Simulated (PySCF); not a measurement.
How methods differ on the ionisation energy of P⁺

P⁺ [Ne] 3s2 3p2 (3P) → P²⁺ [Ne] 3s2 3p1 (2P), as a difference of total energies. Calculation: PySCF 2.14, in def2-TZVP; no relativity, point nucleus. Correlated levels: valence: [Ne] frozen. The calculations carry no spin-orbit coupling.

```json
{"method": "UHF", "ionisation energy (eV)": "19.164"}
{"method": "M06-L", "ionisation energy (eV)": "19.681"}
{"method": "B3LYP", "ionisation energy (eV)": "19.748"}
{"method": "MP2 (valence)", "ionisation energy (eV)": "19.596"}
{"method": "SCS-MP2 (valence)", "ionisation energy (eV)": "19.508"}
{"method": "CCSD (valence)", "ionisation energy (eV)": "19.636"}
{"method": "CCSD(T) (valence)", "ionisation energy (eV)": "19.670"}
```

Question: How much does correlation contribute at CCSD(T) (valence)?

Answer: 19.670 − (19.164) = 0.506 eV, measured against UHF.

The reference lies between the lowest fine-structure levels, while these numbers refer to the centres of the terms.

Errors of the correlated levels include the incompleteness of this basis and the frozen core.

For comparison: 19.769 eV (semi-empirical (NIST evaluation); NIST Atomic Spectra Database, ionization energies).
